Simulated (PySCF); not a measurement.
**Cl²⁺: ionisation energy**

Cl²⁺ [Ne] 3s2 3p3 (4S) → Cl³⁺ [Ne] 3s2 3p2 (3P), as a difference of total energies. Computed with PySCF 2.14 in aug-cc-pV(T+d)Z, with the non-relativistic Hamiltonian (point nucleus). Correlated levels: valence: [Ne] frozen. The calculations carry no spin-orbit coupling.

```
           method  ionisation energy (eV)
              UHF                  38.963
              LDA                  39.667
              PBE                  39.584
             PBE0                  39.667
           r2SCAN                  39.832
           B2PLYP                  39.487
           M06-2X                  39.479
            B3LYP                  39.545
              M06                  39.564
    MP2 (valence)                  39.613
SCS-MP2 (valence)                  39.416
```

A first-order spin-orbit estimate (lowest level to lowest level, LS coupling) adds -0.100 eV.

Errors of the correlated levels include the incompleteness of this basis and the frozen core.

Which method comes closest to the reference value, and which is furthest?

The reference is 39.8 ± 0.11 eV (semi-empirical (NIST evaluation); NIST Atomic Spectra Database, ionization energies). Closest: r2SCAN (error -0.068 eV); furthest: UHF (error -0.938 eV), both after the spin-orbit estimate.
